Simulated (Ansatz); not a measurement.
All values below come from B3LYP-D3(BJ)/def2-TZVP (Ansatz, an electronic-structure program). No frequencies were computed at this level.

Ansatz 0.2 input:
```yaml
crystal:
  periodic: [false, false, false]
  atoms:
    - { symbol: S, position_ang: [-1.935559, -0.393104, 0.000007] }
    - { symbol: Si, position_ang: [0.000161, -0.000676, 0.0] }
    - { symbol: S, position_ang: [1.935399, 0.39378, -0.000007] }
basis:
  gaussian: { orbitals: def2-tzvp }
hamiltonian:
  xc: b3lyp
  dispersion: d3bj
relax:
  max_steps: 150
```

Output:

```
Functional definition: B3LYP
803 factors; their error is unknown
mean field evaluation 1: about -29549.9310 eV, gradient 2.5e1 eV
mean field evaluation 2: about -29547.2203 eV, gradient 4.1e1 eV
mean field evaluation 4: about -29551.6277 eV, gradient 1.0e0 eV
mean field evaluation 8: about -29551.6910 eV, gradient 1.0e-2 eV
mean field -29551.69096418 eV, -1086.0046120781 hartree, gradient 2.0e-5 eV, S^2 0.000000; 0 other end points of the search recorded, 0 dependent functions left out
reference -29551.69116226 eV, -1086.0046193573 hartree; 23, 23 occupied and 88, 88 virtual orbitals, 803 factors
relax step   1: F+E_penalty+E_count = -29551.88652576 eV  Δ(F+E_penalty+E_count) = +0.000e0 eV  max|allowed force component| = 1.346e0 eV/Å  Δτ_max = 0.0000 Å  (27 SCF iters, accepted)
these checks for a lower state are left out or cut short: starts, cluster_reference, orbital_swaps, neighbouring_geometries, increment
803 factors; their error is unknown
mean field evaluation 16: about -29551.6546 eV, gradient 5.1e0 eV
mean field -29551.75430442 eV, -1086.0069397888 hartree, gradient 5.2e-5 eV, S^2 0.000000; 0 other end points of the search recorded, 0 dependent functions left out
reference -29551.75450111 eV, -1086.0069470170 hartree; 23, 23 occupied and 88, 88 virtual orbitals, 803 factors
relax step   2: F+E_penalty+E_count = -29551.95422704 eV  Δ(F+E_penalty+E_count) = -6.770e-2 eV  max|allowed force component| = 3.377e-1 eV/Å  Δτ_max = 0.0607 Å  (28 SCF iters, accepted)
these checks for a lower state are left out or cut short: starts, cluster_reference, orbital_swaps, neighbouring_geometries, increment
803 factors; their error is unknown
mean field -29551.75878166 eV, -1086.0071043246 hartree, gradient 3.4e-5 eV, S^2 0.000000; 0 other end points of the search recorded, 0 dependent functions left out
reference -29551.75897861 eV, -1086.0071115622 hartree; 23, 23 occupied and 88, 88 virtual orbitals, 803 factors
relax step   3: F+E_penalty+E_count = -29551.95790978 eV  Δ(F+E_penalty+E_count) = -3.683e-3 eV  max|allowed force component| = 3.535e-3 eV/Å  Δτ_max = 0.0109 Å  (27 SCF iters, accepted)
803 factors; their error is unknown
mean field evaluation 32: about -29551.4611 eV, gradient 8.9e0 eV
mean field -29551.75878166 eV, -1086.0071043246 hartree, gradient 3.4e-5 eV, S^2 0.000000; 1 other end points of the search recorded, 0 dependent functions left out
reference -29551.75897861 eV, -1086.0071115622 hartree; 23, 23 occupied and 88, 88 virtual orbitals, 803 factors
Total energy: -29551.95810673 eV, -1086.0144293856 hartree
Atom 0 at    -1.886691    -0.383469     0.000007 Å, force     0.003535     0.000515    -0.000000 eV/Å
Atom 1 at     0.000022    -0.000106     0.000000 Å, force    -0.000082     0.000390     0.000000 eV/Å
Atom 2 at     1.886670     0.383575    -0.000007 Å, force    -0.003453    -0.000905     0.000000 eV/Å
Dipole moment:     0.000013    -0.000065     0.000000 e Å
```

Cost: roughly 6 core-seconds.
